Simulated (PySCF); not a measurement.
Be(SMe)(SeH) (CH4BeSSe), SMILES C[S][Be][SeH].

Geometry: TPSSh-D3(BJ)/def2-SVP. The structure was generated by enumeration; whether it is a known compound was not checked. The values are those of a single conformer.

Two levels are set side by side: PBE/def2-TZVPD (PySCF) and M06-2X/def2-TZVPD (PySCF). Same geometry, gas phase. Differences are taken from unrounded values.

```csv
quantity,M06-2X
orbital gap (eV),7.96
highest occupied level (eV),-8.35
lowest empty level (eV),-0.39
dipole moment (D),1.63
mean polarisability (bohr³),80.4
```

Problem. What does PBE give, and how far is it from M06-2X? (Estimate from the structure and the level; the computed values follow.)

Solution. 
```tsv
quantity	PBE	PBE minus M06-2X
orbital gap (eV)	4.30	-3.66
highest occupied level (eV)	-6.05	2.30
lowest empty level (eV)	-1.75	-1.36
dipole moment (D)	1.60	-0.03
mean polarisability (bohr³)	85.8	5.4
```

PBE's occupied levels lie high since its potential decays too fast outside the molecule; exact exchange lowers them and widens the gap. Loosely held outer electrons make PBE densities more polarisable. Differences between two approximate levels are no errors against the true value.

Rough cost on one machine, each run with all the roots and properties that it gave: M06-2X against PBE about 3 times.
